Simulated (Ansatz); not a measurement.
This geometry of GeH$_{4}$O (6 atoms, charge 0, multiplicity 1) is a first-order saddle point.

These are results of RKS PBE0/def2-SVP in Ansatz, not measurements.

```xyz
6
Properties=species:S:1:pos:R:3
Ge -0.318 0.057 0.444
H 0.940 -0.015 1.367
H 1.392 0.122 0.148
H -0.246 1.220 -0.556
O -0.647 -1.459 -0.455
H -1.237 -2.016 0.064
```

(1) Which two structures does it join? (They come from a converged band through this point; their orientation in space is the band's.)

(2) How far does it lie above each of them?

Results:

(1) Bonds broken: Ge1–H2, Ge1–H3. Bonds formed: H2–H3. GeH4O becomes GeH2O + H2.

Initial state:

```xyz
6
Properties=species:S:1:pos:R:3
Ge 0.263 -0.021 0.224
H 0.322 0.042 1.765
H 1.671 -0.029 -0.381
H -0.562 1.170 -0.308
O -0.457 -1.564 -0.308
H -1.353 -1.687 0.021
```

Final state:

```xyz
6
Properties=species:S:1:pos:R:3
Ge -0.898 0.110 0.452
H 1.544 0.059 1.291
H 1.732 0.251 0.574
H -0.253 0.987 -0.718
O -0.934 -1.381 -0.545
H -1.307 -2.115 -0.042
```

(2) 240.5 kJ/mol above the first and 115.6 kJ/mol above the second. This is the barrier of this one path; another mechanism may lie lower. The orbitals stay closed-shell, which can raise the energy where a bond breaks towards radicals; this wasn't checked here.

Run time: 2.5 min on 1 thread of Arm Neoverse V1 (shared host), peak memory 0.12 GiB.
